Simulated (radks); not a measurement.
Task: Excited configurations of In III: one electron is placed in a higher orbital outside [Kr] 4d10. The ground configuration is [Kr] 4d10 5s1. Method: Dirac Kohn-Sham, PBE, spin-unpolarised, spherical densities, finite nucleus; open shells are shared between the two j in proportion to 2j + 1; Fermi nuclear charge, rms radius 4.6156 fm; computed with a radial shooting solver on a logarithmic mesh with Libxc functionals. Excitation = E - E(ground); binding = E(ion) - E, where the ion is the core of charge +3; n* = 3/sqrt(2 binding) in atomic units, and the quantum defect is n - n*. Eigenvalue and <r> are those of j = l + 1/2.

outer orbital  excitation (eV)  binding (eV)     n*  quantum defect  eigenvalue (eV)  <r> (bohr)
5d                      16.143        12.176  3.171           1.829           -9.800       4.205
5f                      22.894         5.425  4.751           0.249           -4.447       9.365
6s                      15.642        12.677  3.108           2.892          -10.847       4.985
6f                      24.474         3.845  5.643           0.357           -3.245       14.24

Estimate the row for 7f.

Result: excitation (eV) 25.473; binding (eV) 2.846; n* 6.560; quantum defect 0.440; eigenvalue (eV) -2.442; <r> (bohr) 20.10. The Delta-SCF ionisation energy is 28.319 eV (NIST Atomic Spectra Database: 28.044 eV, measured). Self-interaction in the functional shifts the binding energies and quantum defects, so they are the method's values and not measured ones. Spin polarisation and multiplet splitting are left out, so open shells lie too high by an amount that depends on their filling.

Beside tabulated values, note that spin-unpolarised runs miss the spin-polarisation part of the exchange energy of open shells.
